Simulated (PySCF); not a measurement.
**Radial density of Si²⁺ (silicon, charge +2)**

revPBE, [Ne] 3d2, high-spin 3F determinant (an excited configuration). Calculation: PySCF 2.14, in aug-cc-pVQZ-DK; scalar relativity by spin-free X2C-1e.

```csv
r (bohr),4πr²ρ (e/bohr),4πr²(ρα − ρβ)
0.00179,0.07891,0.0000
0.00301,0.2075,0.0000
0.00506,0.5363,0.0000
0.00851,1.341,0.0000
0.0143,3.156,-0.0001
0.0241,6.698,-0.0002
0.0405,11.89,-0.0004
0.0682,15.70,-0.0006
0.115,13.43,-0.0009
0.193,9.532,-0.0028
0.324,13.00,-0.0069
0.546,12.05,0.0056
0.918,3.447,0.1208
1.54,0.7334,0.5817
2.60,0.7362,0.7357
4.37,0.2090,0.2090
7.34,0.002510,0.0025
```

Densities and radii are taken from the X2C orbitals without a picture-change correction, which distorts them close to the nucleus.

The outer electron is Rydberg-like, and this basis confines it to a smaller radius and binds it less than a complete one would.

Task: Where is the radial spin density 4πr²(ρα − ρβ) most negative, and why is it negative at all?

Result: Around r = 0.324 bohr, down to -0.0069 e/bohr: exchange with the open shell polarises the paired shells in an unrestricted calculation.
